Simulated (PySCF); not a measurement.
Ba⁵⁰⁺ (barium, charge +50): Hartree-Fock from Schrödinger to Dirac-Coulomb-Breit

Occupied: 1s1/2, 2s1/2, 2p1/2. Hartree-Fock calculated with PySCF 2.14 in an even-tempered Gaussian basis (16 s from 9.6 bohr⁻², ratio 2.7; 12 p from 11 bohr⁻², ratio 2.7), Gaussian nucleus throughout. NR is non-relativistic, sf-X2C the spin-free one-electron X2C Hamiltonian, X2C adds the bare one-electron spin-orbit term, X2C-SNSO screens it by Boettger's factors, DC is four-component Dirac-Coulomb, and the Gaunt and Breit terms are added at first order (total energies over the DC spinors, levels after relaxing the spinors in that mean field). QED terms are absent. Levels marked empty are virtual spinors of this ion.

| Hamiltonian | E (hartree) |
| --- | --- |
| X2C | -4740.3395 |
| X2C-SNSO | -4739.4638 |
| DC | -4741.1651 |
| DC+Gaunt | -4736.9640 |
| DC+Breit | -4737.1821 |

```csv
level (eV),X2C,X2C-SNSO,DC,DC+Gaunt,DC+Breit
1s1/2,-42189.9,-42191.0,-42217.7,-42133.2,-42135.9
2s1/2,-9925.6,-9925.9,-9929.3,-9920.9,-9921.7
2p1/2,-9762.0,-9750.2,-9753.2,-9735.7,-9737.8
2p3/2 (empty),-9077.2,-9082.0,-9082.5,-9073.9,-9075.9
3s1/2 (empty),-4129.3,-4129.4,-4130.3,-4127.9,-4128.2
```

How large are the two-electron picture-change error of X2C and the Breit correction in the total energy?

X2C-1e lies 0.8255 hartree above Dirac-Coulomb; Gaunt adds 4.2010 and the full Breit term 3.9830 hartree.

Weight of the small component: 1s1/2 0.0430, 2s1/2 0.0101, 2p1/2 0.0100, 2p3/2 0.00943, 3s1/2 0.00416.

Koopmans' value for the highest occupied level at DC+Breit: 9737.8 eV, against an ionisation energy of 9739 ± 4 eV (theoretical estimate listed by NIST; NIST Atomic Spectra Database, ionization energies); the former lacks relaxation, correlation, QED and recoil.

The whole ladder took 51 s of wall time on 1 thread of Intel(R) Xeon(R) Platinum 8488C (shared host), launched as `OMP_NUM_THREADS=1 python relrun2.py TASK.json OUT` (a driver that calls PySCF for each Hamiltonian).
